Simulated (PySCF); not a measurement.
A structure optimised at B3LYP-D3(BJ)/def2-SVP, used in a PySCF frequency run:

```
Ti
F 1 1.7347
F 1 1.7347 2 109.47
F 1 1.7347 2 109.47 3 120.00
F 1 1.7347 2 109.47 3 -120.00
```
Charge 0, spin multiplicity 1.

Problem. Write its SMILES, formula and point group.

Solution. [F][Ti]([F])([F])[F], F₄Ti, Td

Problem. What are its rotational constants (standard atomic weights)?

Solution. 3.3149, 3.3149, 3.3149 GHz
